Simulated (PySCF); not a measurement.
A PySCF script (with the pyscf-properties extension) for the NMR shieldings of `InChI=1S/Al.F2H2P2.3H/c;1-4(2)3;;;/h;3H2;;;`, on a GFN2-xTB geometry:

```python
import basis_set_exchange as bse
import numpy as np
from pyscf import gto, dft
from pyscf.prop import nmr

atoms = """
F     0.477396    1.842016    1.238603
P     0.475584    0.875706   -0.044493
F     1.371324    1.874847   -0.947840
Al   -1.747003   -0.309960   -0.265744
P     1.981669   -0.568269    0.552099
H    -1.082469   -1.342937   -1.247125
H    -1.587166   -0.598046    1.274719
H    -2.803153    0.714765   -0.763658
H     0.943347   -1.424515    0.939598
H     1.979354   -1.058954   -0.758686
"""
names = dict.fromkeys(["F", "P", "Al", "H"], "pcSseg-1")
basis = {el: gto.basis.parse(bse.get_basis(n, elements=[el], fmt="nwchem")) for el, n in names.items()}
mol = gto.M(atom=atoms, basis=basis, charge=0, verbose=0)
mf = dft.RKS(mol, xc="PBE0")
mf.grids.level = 2
mf.grids.alignment = dft.numint.BLKSIZE   # the property module wants whole blocks of grid points
mf.conv_tol = 1e-9
mf.kernel()

calc = nmr.RKS(mf)   # GIAO
C = mf.mo_coeff
Co = C[:, mf.mo_occ > 0]
resp = mf.gen_response(singlet=True, hermi=2)
def vind(x):   # induced exchange potential for any number of trial vectors
    d = np.einsum("pi,xij,qj->xpq", C, 2 * x.reshape(-1, C.shape[1], Co.shape[1]), Co, optimize=True)
    return np.einsum("xpq,pi,qj->xij", resp(d - d.transpose(0, 2, 1)), C, Co, optimize=True).ravel()
mo1, _ = nmr.rhf.solve_mo1(calc, with_cphf=vind)
sigma = calc.kernel(mo1)
for i, s in enumerate(sigma):   # ppm
    print("%2d %-2s %9.2f" % (i, mol.atom_pure_symbol(i), np.trace(s) / 3))
```

**Question.** What does it print?

**Answer.** 
```
 0 F     268.23
 1 P       6.60
 2 F     276.44
 3 Al    421.48
 4 P     503.69
 5 H      27.54
 6 H      27.44
 7 H      27.66
 8 H      28.10
 9 H      28.78
```

These numbers come from an equivalent density-fitted implementation of the same equations, which agrees with the script to about 0.01 ppm for H and up to a few tenths of a ppm for heavy atoms, so last digits may differ.

Size and cost of the density-fitted run: 131 basis functions, 9.8 s wall time on 1 thread of an Arm Neoverse V2, shared host; peak memory 0.63 GiB.
